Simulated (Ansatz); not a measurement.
Program: Ansatz 0.2.0.

Basis-set series for CH$_{4}$ClFO$_{2}$Si, SMILES `OC(F)(Cl)O[SiH3]`. Total charge 0; spin multiplicity 1. All single points use the PBE0-D4/def2-TZVP geometry. It is one conformer, not always the lowest.

```json
{"functional": "PBE0-D4", "basis": "def2-SVP", "functions": "112", "energy (Eh)": "-1039.50623", "HOMO (eV)": "-8.80", "LUMO (eV)": "0.38"}
{"functional": "PBE0-D4", "basis": "def2-TZVPP", "functions": "264", "energy (Eh)": "-1040.11763", "HOMO (eV)": "-8.97", "LUMO (eV)": "-0.11"}
{"functional": "ωB97M-V", "basis": "def2-SVP", "functions": "112", "energy (Eh)": "-1039.94377", "HOMO (eV)": "-11.12", "LUMO (eV)": "2.29"}
{"functional": "ωB97M-V", "basis": "def2-TZVPP", "functions": "264", "energy (Eh)": "-1040.56130", "HOMO (eV)": "-11.33", "LUMO (eV)": "1.54"}
```

Q: Give the rows for def2-QZVPP. (Estimate.)

A: The calculation gave: 
| functional | basis | functions | energy (Eh) | HOMO (eV) | LUMO (eV) |
| --- | --- | --- | --- | --- | --- |
| PBE0-D4 | def2-QZVPP | 488 | -1040.15649 | -9.01 | -0.28 |
| ωB97M-V | def2-QZVPP | 488 | -1040.59776 | -11.37 | 1.12 |

Positive LUMOs are unbound and depend on the basis.
